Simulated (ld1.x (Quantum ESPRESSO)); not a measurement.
## Configuration tests for O (RRKJ)

oxygen, norm-conserving RRKJ (Kleinman–Bylander form), made with ld1.x (Quantum ESPRESSO) 7.5 (LDA (PZ), scalar-relativistic). Core [He], reference 2s2 2p4. Waves: 2p (bound): rc 1.50 bohr; 2s (bound): rc 1.00 bohr. Local part: the s channel. Core correction: none. rho0 = 0.01.

Energies are relative to the spin-unpolarised reference configuration 2s2 2p4; without spin polarisation the order of configurations can differ from experiment. Spin-polarised rows fill each open shell by Hund’s rule, majority spin first.

| valence configuration | charge | ΔE all-electron (eV) | error AE − PS (meV) |
| --- | --- | --- | --- |
| 2s2 2p2 | +2 | 50.292 | +238 |
| 2s2 2p1 | +3 | 104.255 | +1021 |
| 2s1 2p4 | +1 | 31.422 | -41 |
| 2s2 2p3.5 | +0.5 | 6.366 | +3.2 |
| 2s1 2p5 | 0 | 14.584 | +20 |
| 2s2 2p4 (spin-polarised) | 0 | -1.409 | +87 |
| 2s2 2p3 (spin-polarised) | +1 | 12.572 | +284 |

(1) What are ΔE and the potential's error for 2s2 2p3?

(2) What are ΔE and the potential's error for 2s2 2p4.3?

Levels in the configuration 2s2 2p4 (spin-polarised):

```csv
level,all-electron (eV),pseudo (eV)
2s up,-24.897,-25.001
2p up,-10.304,-10.376
2s down,-21.937,-21.779
2p down,-7.479,-7.374
```

Results:

(1) ΔE = 16.584 eV all-electron; the error (AE − PS) is +24 meV.

(2) ΔE = -2.174 eV all-electron; the error (AE − PS) is +0.4 meV.
